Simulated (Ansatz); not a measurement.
`C=C(O)C=N` and `C=C(O)BCl` differ in one atom or group.

Ansatz, PBE0-D4/def2-TZVP geometries, multiplicity 1. Each molecule was computed in one conformer, which needn't be the lowest.

```tsv
property	`C=C(O)C=N`
LUMO energy (PBE/def2-TZVPP) / eV	-2.36
size of the dipole moment (B3LYP/def2-TZVPP) / D	2.51
HOMO–LUMO gap (ωB97M-V/def2-TZVPP) / eV	9.84
HOMO–LUMO gap (PBE0/def2-TZVPP) / eV	5.53
LUMO energy (PBE0/def2-TZVPP) / eV	-1.39
HOMO energy (PBE0/def2-TZVPP) / eV	-6.92
```

Q: What does the change do to each property? (Best estimate.)

A: Computed: 
```
                                        property  `C=C(O)BCl`  shift
               LUMO energy (PBE/def2-TZVPP) / eV        -2.86  -0.50
size of the dipole moment (B3LYP/def2-TZVPP) / D         2.60   0.09
         HOMO–LUMO gap (ωB97M-V/def2-TZVPP) / eV         9.64  -0.20
            HOMO–LUMO gap (PBE0/def2-TZVPP) / eV         5.40  -0.13
              LUMO energy (PBE0/def2-TZVPP) / eV        -1.96  -0.57
              HOMO energy (PBE0/def2-TZVPP) / eV        -7.36  -0.44
```

With PBE0 the HOMO falls by 0.44 eV and the LUMO falls by 0.57 eV, so the gap narrows by about 0.13 eV. PBE moves the HOMO by -0.39 eV and ωB97M-V by -0.48 eV. The zero-point energy changes by -48.4 kJ/mol with -3 modes. Dipoles are sizes alone; their direction can turn.

B3LYP here is the variant with VWN-RPA as its local correlation; programs differ in this.
